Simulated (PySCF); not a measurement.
## Substituent chemical shifts

Parent skeleton `[F:1][CH:2]1[CH2:3][CH:4]=[CH:5][CH2:6][CH2:7]1`; one hydrogen on atom 3 is replaced by X. Hydrogens on one atom are averaged.

- shielding tensors at PBE0/pcSseg-1 (GIAO)
- structure optimised with GFN2-xTB
- code: PySCF
- in vacuum, one averaged value for each set of equivalent atoms, one computed conformer, relativity neglected

δ = σ(ref) − σ, references computed at the same level: 19F vs CFCl3; 13C and 1H against TMS.

Known members:
```csv
X,F1,C2,C3,C4,C5,C6,C7,H(C2),H(C3)
CH2SiH3,-215.4,95.0,42.1,137.8,133.5,30.1,26.8,4.95,2.44
CH2F,-238.7,90.8,45.3,132.5,135.0,24.2,31.0,5.00,2.50
OSiH3,-206.2,99.2,78.8,138.1,135.1,29.2,31.4,4.70,4.41
```

Four more derivatives gave (δ, ppm):
| compound | F1 | C2 | C3 | C4 | C5 | C6 | C7 | H(C2) | H(C3) |
| --- | --- | --- | --- | --- | --- | --- | --- | --- | --- |
| 1 | -199.6 | 98.2 | 38.1 | 134.0 | 134.7 | 28.8 | 32.6 | 4.83 | 3.36 |
| 2 | -199.5 | 100.4 | 84.9 | 136.9 | 135.7 | 28.6 | 32.1 | 4.79 | 4.07 |
| 3 | -211.0 | 98.8 | 42.0 | 138.8 | 133.6 | 29.6 | 32.9 | 4.29 | 2.43 |
| 4 | -234.5 | 95.1 | 48.3 | 132.4 | 135.5 | 24.0 | 32.2 | 4.98 | 1.96 |

Task: Their substituents are CH3, OCH3, ethynyl, iPr. Which is which?

Result: 1: X = ethynyl (C#C[C@@H]1C=CCC[C@H]1F); 2: X = OCH3 (CO[C@@H]1C=CCC[C@H]1F); 3: X = CH3 (C[C@@H]1C=CCC[C@H]1F); 4: X = iPr (CC(C)[C@@H]1C=CCC[C@@H]1F).

Unscaled 19F shifts against computed CFCl3 carry errors that often reach 10 to 50 ppm.
